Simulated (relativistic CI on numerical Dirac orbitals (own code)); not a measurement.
What each ingredient does to the levels of Tb⁷⁺

Base calculation: Dirac-Coulomb-Breit CI, KLI orbitals optimised for each configuration, a model potential for QED, unscaled Slater integrals.

Configurations in the expansion (outside the closed core [Kr] 4d10 5s2): 4f⁷5p³. The list is cut by size and lacks configurations that can hold low levels.

Variants: (1) P86 correlation estimate. Shifts of the energy above 4f⁷5p³ ¹¹S5, in cm⁻¹, for the lowest level and the first level of each name with at least 55 % of one term (blank where a level changes its place among those of its configuration and J or its character, or is not in the variant):

```csv
Level,Base,Δ(1)
4f⁷5p³ ¹¹S5,0.0,0.0
4f⁷5p³ ⁹D2,42426.6,0.0
4f⁷5p³ ⁹P3,55298.0,0.0
4f⁷5p³ ⁹I10,57450.3,0.0
4f⁷5p³ ⁹I4,57470.0,0.0
4f⁷5p³ ⁹I5,57488.0,0.0
4f⁷5p³ ⁹I3,57532.2,0.0
4f⁷5p³ ⁹I6,57557.7,0.0
4f⁷5p³ ⁹I9,57590.0,0.0
4f⁷5p³ ⁹I7,57629.9,0.0
4f⁷5p³ ⁹I8,57652.7,0.0
4f⁷5p³ ⁹I2,57669.9,0.0
4f⁷5p³ ⁹D6,60009.8,0.0
4f⁷5p³ ⁷I9,74883.2,0.0
4f⁷5p³ ⁹G0,79978.0,0.0
4f⁷5p³ ⁹G8,80590.7,0.0
```

At this charge configurations can still be misplaced by up to about 7 % of their energy. Terms inside the open d or f shell come out 10 to 20 % too wide with unscaled integrals. Levels and lines within the n = 5 or 6 shells can be off by up to 10 % or somewhat more, and those that change n by about 2 %, since core polarisation is missing.

LS names give the leading component of a level, which can be under half, so a name can repeat, a term be missing and a line seem to break the LS rules.
